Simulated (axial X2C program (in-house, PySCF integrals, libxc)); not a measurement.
**Which molecule has these constants?**

Computed with an in-house all-electron X2C program for linear molecules (integrals from PySCF), spin-free (one-electron X2C) or two-component (2c: spin–orbit coupling with atomic mean-field Coulomb and Gaunt terms, which also bring small scalar terms), in Dyall basis sets with cores contracted in-house; open shells are unrestricted.

A two-component PBE0 calculation in a Dyall 3-zeta basis gave Re = 1.268 Å, ωe = 1334.8 cm⁻¹, De = 5.75 eV, dipole magnitude 0.83 D, Ω = 1/2.

Problem. Which molecule is it?
A. CF
B. CO
C. LiC
D. BC
E. BeC

Solution. A. The others have BeC 1.665 Å and 930.7 cm⁻¹ (Ω = 1); CO 1.124 Å and 2234.5 cm⁻¹ (Ω = 0); LiC 1.876 Å and 697.2 cm⁻¹ (Ω = 3/2); BC 1.478 Å and 1210.7 cm⁻¹ (Ω = 3/2).

Each entry is the lowest single determinant of a limited PBE0 search at one distance. De goes to single-determinant-based atoms at the same level (for ions the charge split of lowest energy) and is withheld (n/a) where an atom does not fit its ground term or J level. Main or longest-lived isotopes. One determinant is a doubtful description, or other states lie close, for BeC, LiC, BC; these need not be ground states, and all values refer to the states named. Some open-shell Ω = 0 determinants are out of reach, so the Ω given for BeC need not be the lowest component. With several unpaired electrons the Ω given is that of one determinant, not necessarily of the lowest component. Some light 2c atoms are not at their ground J level, so De misses part of their lowering (0.04 eV or less). The functionals have no current term, which raises determinants with orbital currents.
